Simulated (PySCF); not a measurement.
Al¹¹⁺: ionisation energy

Al¹¹⁺ 1s2 (1S) → Al¹²⁺ 1s1 (2S), as a difference of total energies. Computed with PySCF 2.14 in an uncontracted even-tempered set (17 s from 6.2 bohr⁻², ratio 2; 7 p from 9.7 bohr⁻², ratio 2.2; 4 d from 29 bohr⁻², ratio 2.2; 4 f from 44 bohr⁻², ratio 2.2; 3 g from 65 bohr⁻², ratio 2.2; 2 h from 98 bohr⁻², ratio 2.2), with no relativity, point nucleus. Correlated levels: nothing frozen; virtual orbitals above 40 to 60 times the deepest correlated orbital energy dropped. The calculations carry no spin-orbit coupling.

```tsv
method	ionisation energy (eV)
UHF	2081.3
LDA	2071.0
PBE	2080.5
PBE0	2081.0
r2SCAN	2082.6
TPSSh	2082.7
r2SCAN0	2082.6
MP2 (all electrons)	2082.5
SCS-MP2 (all electrons)	2082.7
```

These non-relativistic numbers lack the scalar-relativistic shift.

For comparison: 2086.0 eV (theoretical estimate listed by NIST; NIST Atomic Spectra Database, ionization energies).
